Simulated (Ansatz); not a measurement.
Geometry optimisation, RKS r2SCAN/STO-3G in Ansatz 0.2.0.

Input:

```yaml
crystal:
  periodic: [false, false, false]
  atoms:
    - { symbol: O, position_ang: [0.0724, -0.5077, 1.9555] }
    - { symbol: B, position_ang: [-0.4356, -0.8606, 0.6119] }
    - { symbol: C, position_ang: [0.182, -0.2021, -0.699] }
    - { symbol: F, position_ang: [-0.2341, -0.7991, -1.8157] }
    - { symbol: B, position_ang: [-0.0973, 1.3469, -0.7495] }
    - { symbol: F, position_ang: [0.4278, 2.2495, 0.2853] }
    - { symbol: H, position_ang: [0.7947, -1.0815, 2.1521] }
    - { symbol: H, position_ang: [-1.2327, -1.6656, 0.4972] }
    - { symbol: H, position_ang: [1.3173, -0.3412, -0.6252] }
    - { symbol: H, position_ang: [-0.7114, 1.8101, -1.6095] }
basis:
  gaussian: { orbitals: STO-3G }
hamiltonian:
  xc: r2scan
relax:
  f_tol: 0.02
  max_steps: 40
```

Launched with:

```bash
$ ansatz run input.yaml --threads 1 --pin off --max-ram 2048MiB --backend cpu --events-out ev --progress --plain --runs-dir out
```

Question: Where does it end, and by what steps?

Answer: The run converged. Limits of this set-up: minimal basis. After 15 steps the energy has fallen by 2.228 eV; H7 moved furthest, 0.83 Å.

```csv
step,energy less start (eV),largest force component (eV/Å),accepted
0,0.0000,4.657,yes
1,-0.8245,2.134,yes
2,-1.1248,1.611,yes
3,-1.4133,3.035,yes
4,-1.8307,2.245,yes
5,-2.1270,0.820,yes
6,-2.1644,0.517,yes
7,-2.2082,0.374,yes
8,-2.2155,0.126,yes
9,-2.2184,0.113,yes
10,-2.2227,0.213,yes
11,-2.2266,0.131,yes
12,-2.2277,0.043,yes
13,-2.2279,0.058,yes
14,-2.2281,0.024,yes
15,-2.2282,0.009,yes
```

```xyz
10
Properties=species:S:1:pos:R:3
O 0.490 -0.621 1.726
B -0.213 -0.869 0.589
C 0.310 -0.180 -0.760
F -0.207 -0.829 -1.922
B -0.112 1.368 -0.694
F 0.593 2.220 0.015
H 0.047 -1.108 2.501
H -1.180 -1.541 0.582
H 1.430 -0.239 -0.767
H -1.075 1.749 -1.266
```

Time of the run: 75 s on 1 thread of Intel(R) Xeon(R) Processor @ 2.70GHz, on a shared host, peak memory 0.17 GiB.
